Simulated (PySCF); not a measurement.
Electronic structure of Cu⁻ (copper, charge -1) at the PBE level

Configuration: [Ar] 3d10 4s2, closed-shell 1S. Computed with PySCF 2.14 in def2-QZVPPD (11s6p5d4f2g, 100 functions), with the non-relativistic Hamiltonian (point nucleus).

| Property | Result |
| --- | --- |
| Total energy | -1640.333 hartree |
| One-electron energy | -2293.933 hartree |
| Hartree (Coulomb) energy | 720.612 hartree |
| Exchange-correlation energy | -67.012 hartree |
| Kinetic energy | 1637.27081 hartree |
| ⟨S²⟩ | 0.0000 |
| ⟨L²⟩ | 0.000 |
| Sum of ⟨r⟩ | 25.72 bohr |
| Sum of ⟨r²⟩ | 55.12 bohr² |
| Density at the nucleus (Gaussians lack the cusp) | 16500 bohr⁻³ |
| Langevin diamagnetic susceptibility | -43.7 ×10⁻⁶ cm³/mol |

| shell | electrons | mean orbital energy (eV) | rms radius, mean of both spins (bohr) |
| --- | --- | --- | --- |
| 1s | 2 | -8742.0 | 0.0612 |
| 2s | 2 | -1034.5 | 0.259 |
| 2p | 6 | -906.41 | 0.230 |
| 3s | 2 | -104.53 | 0.776 |
| 3p | 6 | -64.646 | 0.820 |
| 4s | 2 | 1.196 | 4.04 |
| 3d | 10 | 1.283 | 1.30 |

At PBE the highest occupied level has a positive energy, so only the finite basis holds that electron; in a semilocal or global hybrid functional this comes from self-interaction and does not mean that the real anion is unbound.
